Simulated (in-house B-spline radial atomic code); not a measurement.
Atomic self-consistent-field run: Hg8+ (an excited or competing configuration). Computed with an all-electron radial atomic-structure program (B-spline basis): Dirac-Hartree-Fock, average of configuration, Fermi nucleus of rms radius 5.4648 fm.

Command:
```bash
python run_scf.py task.json out
```
Settings (nuclear radius in fm, mass in u):
```
Z                80
configuration    [Kr] 4d10 4f14 5s2 5p5 5d4 9g1
hamiltonian      dirac
method           hf
spin_polarised   False
nucleus          fermi
rms_radius       5.4648
atomic_mass      201.97064
speed_of_light   137.035999084
```

Output (hartree, bohr):
```
 radial grid: 74 intervals, B-splines of order 8, outer radius 42.4138 bohr

 iter        energy (Eh)    residual
    1      -19616.879699    9.15e-01
    2      -19623.298700    3.55e-01
    3      -19624.955720    5.86e-02
    4      -19625.004828    1.99e-02
    5      -19625.009496    4.45e-03
    6      -19625.009762    2.74e-03
    7      -19625.009840    7.99e-05
    8      -19625.009840    5.69e-06
    9      -19625.009840    6.83e-07

 total energy                    -19625.00984
 kinetic                           22619.6659
 electron-nucleus                 -49109.1987
 electron-electron                  6864.5230

 first-order corrections (not in the total)
   Gaunt                            25.3394
   retardation                      -2.6863
   frequency dependence             -0.4968
   self-energy                      18.9977
   Uehling                          -3.9093
   Wichmann-Kroll                    0.1739
   recoil                            0.0321

 orbital      occ     eigenvalue          <r>       <r^2>       <1/r>     <1/r^2>       r_max    small
 1s1/2      2.000     -3079.9226    0.0165906 0.000380885      97.498     23711.6     0.01023  9.25e-02
 2s1/2      2.000      -555.9189    0.0692151  0.00573481     24.0272     3383.83     0.05932  2.13e-02
 2p1/2      2.000      -532.5266    0.0569978  0.00406409     23.9393     1063.85     0.04368  2.13e-02
 2p3/2      4.000      -460.8252    0.0656287  0.00524589     19.4019     514.884     0.05113  1.89e-02
 3s1/2      2.000      -138.7176     0.179765   0.0371136     8.83132     775.887      0.1668  7.15e-03
 3p1/2      2.000      -128.2464      0.17038   0.0338997     8.72943     249.388      0.1558  7.07e-03
 3p3/2      4.000      -112.1481     0.186084    0.040231     7.55146     122.853      0.1708  6.38e-03
 3d3/2      4.000       -95.0482     0.162224   0.0309055     7.43034     69.2656      0.1331  6.24e-03
 3d5/2      6.000       -91.6310     0.167016   0.0326304      7.1633     63.3126      0.1372  6.05e-03
 4s1/2      2.000       -36.1978     0.398845    0.179572     3.72201     196.487      0.3761  2.41e-03
 4p1/2      2.000       -31.6691     0.401625    0.183569     3.60757     62.1544      0.3747  2.31e-03
 4p3/2      4.000       -27.7310     0.433963    0.214051     3.21896     31.1541      0.4046  2.06e-03
 4d3/2      4.000       -20.3307     0.441051    0.224667     3.01657     16.5022      0.3976  1.86e-03
 4d5/2      6.000       -19.5870     0.451843    0.235559     2.92394     15.0712      0.4071  1.79e-03
 4f5/2      6.000       -10.0032     0.471188    0.265139     2.57531     8.19884      0.3649  1.44e-03
 4f7/2      8.000        -9.8422     0.477362    0.272021     2.53974     7.95762      0.3695  1.41e-03
 5s1/2      2.000       -10.2797     0.883458    0.870445     1.54578     41.5563      0.8235  6.37e-04
 5p1/2      1.667        -8.6622      0.93358    0.975745      1.4483     12.6172      0.8621  5.76e-04
 5p3/2      3.333        -7.8834      1.00306     1.12472     1.32079     6.50267      0.9283  5.11e-04
 5d3/2      1.600        -5.5415      1.16021     1.51534      1.1185     2.94635       1.048  3.83e-04
 5d5/2      2.400        -5.4328      1.18488     1.57926     1.09096     2.71343       1.072  3.69e-04
 9g7/2      0.444        -0.5120      12.0143     163.481    0.119142   0.0321196       13.89  1.55e-05
 9g9/2      0.556        -0.5121      12.0116     163.404    0.119163   0.0321313       13.89  1.55e-05
```

Cost of the run: 1.9 s on 1 thread of Arm Neoverse V1 (shared host).

For the Dirac Hamiltonian the kinetic term is c α·p + (β - 1)c².
